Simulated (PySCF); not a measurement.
Cl2Cu, SMILES [Cl][Cu+][Cl] (connectivity only; charge and spin as stated), charge +1, multiplicity 3. Atoms are numbered in the order given.

```xyz
3

Cu     0.0000     0.0000     0.0000
Cl     0.0000     0.0000    -2.0845
Cl     0.0000     0.0000     2.0845
```
Charge +1, spin multiplicity 3.

Geometry optimised at B3LYP-D3(BJ)/def2-TZVP. The multiplicity is an assumed one; other spin states were not compared.

All values below come from B3LYP/def2-TZVPD run with PySCF.

Mulliken values depend strongly on the basis, most of all with diffuse functions as here. ESP charges are fitted to the potential on shells at 1.4 to 2.0 van der Waals radii. Atomic charges (e):

| atom | meta-Löwdin | ESP fit | Mulliken spin |
|---|---|---|---|
| Cu1 | 1.01 | 0.49 | 0.41 |
| Cl2 | 0.00 | 0.25 | 0.80 |
| Cl3 | 0.00 | 0.25 | 0.80 |
